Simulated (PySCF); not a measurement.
SbBr2, SMILES [Br][Sb][Br], multiplicity 2. Coordinates come from a PBE0-D3(BJ)/def2-SVP optimisation. The multiplicity is an assumed one; other spin states were not compared. The isomer is the one that the SMILES or the coordinates give; other isomers of the formula were not compared. The def2 effective core potentials stand for the cores of Sb; spin–orbit coupling is left out.

These are PBE0-D3(BJ)/def2-SVP (PySCF 2.14.0) values and carry that method's errors.

Harmonic wavenumbers (cm⁻¹): 80, 256, 260. Rotational constants (GHz): 2.794, 0.8528, 0.6534; symmetry number 2.

**Question.** Work out the zero-point energy and the ideal-gas rigid-rotor harmonic-oscillator thermochemistry at 298.15 K and 1 atm.

**Answer.** ZPE = ½ Σ hcν = ½ × 596 cm⁻¹ = 3.56 kJ/mol. H − E(el) = 18.01 kJ/mol. Entropy in J/(mol K): translation 179.09, rotation 118.56, vibration 30.27, spin 5.76, total 333.69. G − E(el) = -81.48 kJ/mol. Cp = 56.11 J/(mol K). Modes under 150 cm⁻¹ make the vibrational entropy uncertain.
